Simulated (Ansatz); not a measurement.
(1) Predict a relaxed structure of n-SiGeGeSiH10 (Si₂Ge₂H₁₀), charge 0, singlet, at PBE-D4/def2-SVP (Ansatz).

Results:

(1) 
```xyz
14

Ge   -0.067   -1.012    0.680
Ge    0.021    1.011   -0.689
Si    0.221   -2.974   -0.660
Si   -0.186    2.974    0.665
H     1.565   -2.930   -1.335
H    -0.848   -3.017   -1.718
H     0.135   -4.226    0.171
H     1.045   -0.937    1.765
H    -1.435   -1.058    1.420
H    -1.124    0.958   -1.740
H     1.367    1.036   -1.467
H     0.947    3.020    1.656
H    -0.154    4.227   -0.170
H    -1.487    2.927    1.423
```
 This is one stationary point.
